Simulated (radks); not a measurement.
Trend from Lu to Hg: ionisation energy by Delta-SCF between NIST ground configurations, and size. Calculated with a radial shooting solver on a logarithmic mesh with Libxc functionals: scalar-relativistic Kohn-Sham, PBEsol, spin-polarised, spherical densities, finite nucleus; open shells are filled with parallel spins first (spin-orbit coupling, left out, can overturn this in heavy ions); Fermi nuclear charge, rms radius of each element as measured or else 0.836 A^(1/3) + 0.57 fm.

| species | configuration | IE (eV) | NIST (eV) | kind | -e(HOMO) (eV) | r at 0.001 e/bohr^3 (bohr) |
|---|---|---|---|---|---|---|
| Lu | [Xe] 4f14 5d1 6s2 | 5.422 | 5.426 | exp. | 1.978 (5d) | 5.05 |
| Hf | [Xe] 4f14 5d2 6s2 | 6.921 | 6.825 | exp. | 3.131 (5d) | 4.97 |
| Ta | [Xe] 4f14 5d3 6s2 | 7.322 | 7.550 | exp. | 4.244 (5d) | 4.87 |
| W | [Xe] 4f14 5d4 6s2 | 7.482 | 7.864 | exp. | 4.781 (6s) | 4.77 |
| Re | [Xe] 4f14 5d5 6s2 | 7.613 | 7.834 | exp. | 4.837 (6s) | 4.68 |
| Os | [Xe] 4f14 5d6 6s2 | 8.402 | 8.438 | exp. | 4.850 (5d) | 4.60 |
| Ir | [Xe] 4f14 5d7 6s2 | 9.048 | 8.967 | exp. | 5.857 (6s) | 4.51 |
| Pt | [Xe] 4f14 5d9 6s1 | 9.552 | 8.959 | exp. | 5.651 (5d) | 4.33 |
| Au | [Xe] 4f14 5d10 6s1 | 9.624 | 9.226 | exp. | 6.130 (6s) | 4.26 |
| Hg | [Hg] | 10.508 | 10.438 | exp. | 6.861 (6s) | 4.30 |

Reference values: NIST Atomic Spectra Database (exp. = measured, semi-emp. = semi-empirical, theory = theoretical value adopted there). Open shells are spherical and high-spin; term and fine-structure splittings are not resolved. Spin-orbit splitting is averaged out at the scalar-relativistic level.
